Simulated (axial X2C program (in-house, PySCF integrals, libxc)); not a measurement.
## Basis sets for CuSn

Calculated with an in-house all-electron X2C program for linear molecules (integrals from PySCF), spin-free (one-electron X2C) or two-component (2c: spin–orbit coupling with atomic mean-field Coulomb and Gaunt terms, which also bring small scalar terms), in Dyall basis sets with cores contracted in-house; open shells are unrestricted.

```tsv
Hamiltonian	level	Dyall basis	state	Re (Å)	ωe (cm⁻¹)	De (eV)
spin-free	PBE0	Sn v3z, Cu v3z	M_S = 1/2, Λ = 1	2.462	214.2	1.93
2c	PBE0	Sn v3z, Cu v3z	Ω = 1/2	2.466	212.3	n/a
```

In the other basis sets:

```csv
Hamiltonian,level,Dyall basis,state,Re (Å),ωe (cm⁻¹),De (eV)
spin-free,PBE0,"Sn cv3z, Cu cv3z","M_S = 1/2, Λ = 1",2.457,214.4,1.94
2c,PBE0,"Sn cv3z, Cu cv3z",Ω = 1/2,2.461,212.6,n/a
```

How far does the basis move Re and ωe?

PBE0 spin-free, Sn v3z, Cu v3z to Sn cv3z, Cu cv3z: ΔRe -0.005 Å, Δωe 0.2 cm⁻¹; PBE0 2c, Sn v3z, Cu v3z to Sn cv3z, Cu cv3z: ΔRe -0.005 Å, Δωe 0.3 cm⁻¹.

Each entry is the lowest single determinant of a limited PBE0 search at one distance. De goes to single-determinant-based atoms at the same level (for ions the charge split of lowest energy) and is withheld (n/a) where an atom does not fit its ground term or J level. Main or longest-lived isotopes. The functionals have no current term, which raises determinants with orbital currents.
